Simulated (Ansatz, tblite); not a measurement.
Cost and result up the ladder for In₁₁As₁₀H₂₈⁻, a nanocrystal cut from wurtzite InAs (hydrogen-capped) (49 atoms). Total charge -1; singlet. Geometry: PBE-D4/def2-SVP.

```
atom    x (Å)    y (Å)    z (Å)
 In1  -0.8013   3.9779  -2.6136
 As2  -2.0917   4.6725  -0.2647
 In3   0.9007   0.5421  -4.0447
 As4   3.2548  -0.4764  -3.2201
 As5  -0.1948   1.4910  -1.8423
 In6   1.6018   1.4029   0.1303
 In7  -2.3832   3.0507   1.8816
 As8   0.1089   2.1945   2.2756
 In9   3.6500  -2.3525  -1.2277
As10   2.2549  -1.1018   0.6868
In11   4.0931  -1.1257   2.6215
In12  -0.1043   0.5611   4.3777
As13   2.4562  -0.2340   4.6857
As14  -0.4354  -1.7551  -4.5914
In15  -2.3775   0.0331  -1.4304
As16  -3.4735   0.8504   0.8831
In17  -1.0745  -3.9312  -3.0012
As18  -1.4759  -2.4128  -0.8205
In19   0.2011  -2.6585   1.2621
In20  -3.9162  -1.0769   2.7460
As21  -1.2783  -1.5067   3.2087
 H22   0.6048   5.0152  -2.6513
 H23  -2.0750   3.9689  -3.8109
 H24  -1.5120   5.9733   0.2992
 H25  -3.4797   5.2547  -0.5495
 H26   1.0404   1.5248  -5.4868
 H27   4.0267   0.7849  -2.8296
 H28   4.0779  -0.7620  -4.4827
 H29   2.9371   2.5164  -0.0796
 H30  -3.1685   3.8576   3.2177
 H31   0.8104   3.4303   2.8514
 H32   5.3679  -2.2447  -0.8901
 H33   2.8354  -3.7619  -1.8580
 H34   5.2375   0.1850   2.4522
 H35   4.4999  -2.7583   3.1000
 H36  -0.7987   1.2462   5.8278
 H37   3.1252   0.9107   5.4550
 H38   2.4461  -1.2043   5.8719
 H39   0.0919  -2.2199  -5.9544
 H40  -1.7599  -1.2161  -5.1353
 H41  -3.5077   0.0515  -2.7703
 H42  -4.8658   1.3382   0.4663
 H43   0.4021  -4.8503  -2.9322
 H44  -2.6039  -4.4903  -3.6397
 H45  -2.7604  -3.0285  -0.2516
 H46   0.5764  -4.3230   1.6514
 H47  -4.6163  -0.3205   4.1607
 H48  -4.5805  -2.4754   1.9309
 H49  -1.2662  -2.5471   4.3352
```

Ansatz on 11 threads of AMD EPYC 7R13 on a shared host and a whole NVIDIA H100 80GB HBM3; xTB runs through tblite on one thread. Times are rough, summed over both states, and most runs start from the orbitals of an earlier one. PBE0-D4/def2-TZVP serves as the yardstick here, not as an exact answer. The other state is a triplet.

In the def2 sets In takes a core potential; there is no spin–orbit coupling. The xTB rows come from tblite. Single mean-field runs in def2-TZVP are fitted with def2-universal-jkfit.

xTB has no spin-polarisation term.

| level | functions | wall time | vertical triplet (eV) | difference from PBE0-D4/def2-TZVP (eV) |
| --- | --- | --- | --- | --- |
| GFN2-xTB | 217 | 0.98 s | 2.98 | -0.82 |
| GFN1-xTB | 245 | 1.2 s | 2.73 | -1.06 |
| PBE-D4/def2-TZVP | 1198 | 32 s | 3.20 | -0.60 |
| PBE0-D4/def2-TZVP (with forces) | 1198 | 60 s | 3.79 | 0.00 |
